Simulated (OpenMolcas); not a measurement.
# Levels of S3+ by method

| Property | Result |
| --- | --- |
| Program | OpenMolcas |
| Basis | ANO-L-VQZP [6s5p3d2f] |
| Scalar Hamiltonian | non-relativistic, point nucleus |
| Active space | 3 electrons in 9 orbitals (RAS2 3s 3p; RAS3 3d, at most 2 electrons) |
| State averaging | 2S+1 = 4 odd, 1 root; 2S+1 = 2 odd, 11 roots; 2S+1 = 4 even, 3 roots; 2S+1 = 2 even, 9 roots |
| Spin-orbit coupling | RASSI with atomic mean-field integrals over the reference wave functions, term energies averaged over their components |

Methods on the same reference wave functions:
A. RASSCF
B. SS-RASPT2, IPEA 0.25 Eh, imaginary shift 0.1 Eh (closed shells correlated: 2s 2p)
C. MS-RASPT2, IPEA 0.25 Eh, imaginary shift 0.1 Eh (closed shells correlated: 2s 2p)

Energies in cm-1 above 3s2 3p 2P* 1/2, the measured ground level; measured values from NIST levels in Podobedova, Kelleher and Wiese, J. Phys. Chem. Ref. Data 38, 171 (2009).

| Level | A | B | C | Measured |
| --- | --- | --- | --- | --- |
| 3s2 3p 2P* 1/2 | 0.0 | 0.0 | 0.0 | 0.0 |
| 3s2 3p 2P* 3/2 | 822 | 822 | 824 | 951 |
| 3s 3p2 4P 1/2 | 67015 | 68841 | 68864 | 71184 |
| 3s 3p2 4P 3/2 | 67310 | 69137 | 69160 | 71529 |
| 3s 3p2 4P 5/2 | 67788 | 69614 | 69637 | 72074 |
| 3s 3p2 2D 3/2 | 93727 | 93306 | 93329 | 94103 |
| 3s 3p2 2D 5/2 | 93750 | 93330 | 93352 | 94150 |
| 3s 3p2 2S 1/2 | 125594 | 123054 | 123077 | 123509 |
| 3s 3p2 2P 1/2 | 135888 | 134155 | 134178 | 133620 |
| 3s 3p2 2P 3/2 | 136422 | 134690 | 134713 | 134245 |

Deviations, from unrounded energies. A percentage is the sum of absolute deviations over the sum of measured energies, with the sign that they share, or ± where signs differ.

```json
{"Against measurement": "mean absolute deviation (cm-1)", "Levels": "9", "A": "2200", "B": "1200", "C": "1100"}
{"Against measurement": "fine structure of the ground term (%)", "Levels": "1", "A": "-13.6", "B": "-13.6", "C": "-13.4"}
{"Against measurement": "other configurations (%)", "Levels": "8", "A": "±2.5", "B": "±1.3", "C": "±1.3"}
```

B, C lie about equally close to measurement and A furthest from it. The largest miss of C in the table is 3s 3p2 4P 5/2, by -2400 cm-1. The ranking rests on the paired levels alone, and a cruder setting can come out closer through cancelling errors.

Between B and C the level of the table that moves most is 3s 3p2 2S 1/2, by 23 cm-1 (lowest in B, highest in C).

The lowest spin-free term lies below A's lowest term by 0.048 hartree in B, 0.048 hartree in C.

Active for correlation alone: 3d; no level in the range computed is led by a configuration that fills it, so any true level of that kind is missing. Some terms mix strongly with configurations of 3d, whose occupation reaches 0.17 (3s 3p2 2D). Measured partners are found by configuration, term and J. A level has none where our copy of the source lacks it or the pairing is in doubt (some pairs that miss far off the trend of their configuration count as doubtful), and it then counts in no deviation. Only configurations of the active space appear. Levels that lie high or do not pair safely by name in every column are left out.

* marks odd parity.
